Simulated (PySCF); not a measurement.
A series of related compounds: SMILES [BH3-][P@@H+](C)C1=CCCC1, C6H14BP; `C([C@@H]([P@@H+]([BH3-])C)C)C`, C5H16BP; `[BH3-][P@@H+](C)CC=C`, C4H12BP.

No solvent, equivalent nuclei averaged, no relativistic terms, one conformer. GIAO B97-2/pcSseg-1 shieldings; PBE0-D3(BJ)/def2-SVP geometry; PySCF 2.14.0 with density-fitted response routines.

Scale: H3PO4 for 31P (σref 316.18); BF3·OEt2 for 11B (σref 101.82) (reference shieldings calculated alike).

Question: How does the 31P shift change along the series?

Answer: 
| compound | change | δ (ppm) | HOMO–LUMO gap (eV) |
| --- | --- | --- | --- |
| [BH3-][P@@H+](C)C1=CCCC1 | base | -49.7 | 6.65 |
| [BH3-][P@@H+](C)[C@@H](C)CC | cyclopentenyl replaced by sBu | -10.8 | 8.33 |
| [BH3-][P@@H+](C)CC=C | cyclopentenyl replaced by allyl | -8.9 | 6.95 |

Question: How does the 11B shift change along the series?

Answer: 
```
                   compound                           change  δ (ppm)  HOMO–LUMO gap (eV)
   [BH3-][P@@H+](C)C1=CCCC1                             base    -46.6                6.65
[BH3-][P@@H+](C)[C@@H](C)CC    cyclopentenyl replaced by sBu    -46.2                8.33
       [BH3-][P@@H+](C)CC=C  cyclopentenyl replaced by allyl    -44.7                6.95
```
